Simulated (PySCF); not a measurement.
BiH2Cl, SMILES [Cl][BiH2]. Geometry: PBE0-D3(BJ)/def2-TZVP. The def2 effective core potentials stand for the cores of Bi; spin–orbit coupling is left out.

**Question.** Give the equilibrium geometry at PBE0-D3(BJ)/def2-TZVP (PySCF confirms it by a frequency run) as Cartesian coordinates in Å, and its point group. (The exact figures need the calculation; the answer reports its results.)

**Answer.** point group Cs.
```xyz
4

Bi    -0.4054     0.0315     0.0000
H     -0.5489    -1.2331    -1.2624
H     -0.5489    -1.2331     1.2624
Cl     2.0438    -0.0085     0.0000
```
